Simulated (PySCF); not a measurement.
Species: C7H13P.
Structure used (GFN2-xTB), in Å, numbered top down from 1:
```
atom  x, y, z in Å
C1     3.8403    1.0087   -1.5741
C2     2.7728    1.2032   -1.0559
P3     1.3023    1.5590   -0.1455
C4     0.6044   -0.1742   -0.2036
C5    -0.7277   -0.3298    0.5409
C6    -0.5162   -0.0660    2.0315
C7    -1.2345   -1.7617    0.3406
C8    -1.7564    0.6568   -0.0122
H9     4.7493    0.8220   -2.0680
H10    0.6161    2.0436   -1.2733
H11    1.3564   -0.8243    0.2569
H12    0.4976   -0.4799   -1.2488
H13    0.1799   -0.7880    2.4531
H14   -1.4580   -0.1399    2.5704
H15   -0.1093    0.9323    2.1846
H16   -1.4290   -1.9575   -0.7121
H17   -2.1581   -1.9171    0.8941
H18   -0.4985   -2.4818    0.6925
H19   -2.7264    0.4971    0.4541
H20   -1.4456    1.6814    0.1905
H21   -1.8683    0.5331   -1.0881
```

ESP-fitted charges (e) from the PBE0/pcSseg-1 density (PySCF), one withheld:

| atom | bonded to | charge |
| --- | --- | --- |
| C1 | C2 H9 | -0.5451 |
| C2 | C1 P3 | ? |
| P3 | C2 C4 H10 | -0.2153 |
| C4 | P3 C5 H11 H12 | -0.2133 |
| C5 | C4 C6 C7 C8 | +0.7500 |
| C6 | C5 H13 H14 H15 | -0.2110 |
| C7 | C5 H16 H17 H18 | -0.6628 |
| C8 | C5 H19 H20 H21 | -0.6167 |
| H9 | C1 | +0.3402 |
| H10 | P3 | +0.1059 |
| H11 | C4 | +0.1052 |
| H12 | C4 | +0.0330 |
| H13 | C6 | +0.0450 |
| H14 | C6 | +0.0343 |
| H15 | C6 | +0.0130 |
| H16 | C7 | +0.1553 |
| H17 | C7 | +0.1508 |
| H18 | C7 | +0.1175 |
| H19 | C8 | +0.1343 |
| H20 | C8 | +0.1530 |
| H21 | C8 | +0.1394 |

Question: What is the charge on C2?

Answer: The charges add up to the total charge, 0. The others sum to -0.1873, which leaves +0.1873 e for C2 (alkyne carbon).

Question: Add each hydrogen's charge to the atom that carries it.

Answer: C1 -0.2049, P3 -0.1094, C4 -0.0751, C6 -0.1187, C7 -0.2392, C8 -0.1900. Atoms without hydrogen keep their charges.

Question: Across which bond do the charges differ most?

Answer: C5–C7: +0.7500 on C5 against -0.6628 on C7, a difference of 1.4128 e.

Question: Take the bonds between elements whose Pauling electronegativities differ by more than 0.25. In how many does the more electronegative atom carry the lower charge?

Answer: In 12 of 14; it doesn't in C2–P3 and P3–C4.

Question: How much positive and how much negative charge does this set hold in all?

Answer: +2.4642 e on 15 atoms and -2.4642 e on 6.

The ESP scheme is a least-squares fit of atom-centred charges to the potential on four shells outside the van der Waals surface, with the total charge fixed. One conformer (not necessarily the lowest) at the GFN2-xTB geometry, without solvent, vibrations or thermal averaging.

The run behind these numbers computed NMR shieldings as well. The run took about 2.2 min of CPU time (with the writing of density and orbital grids) (one thread, shared machine).
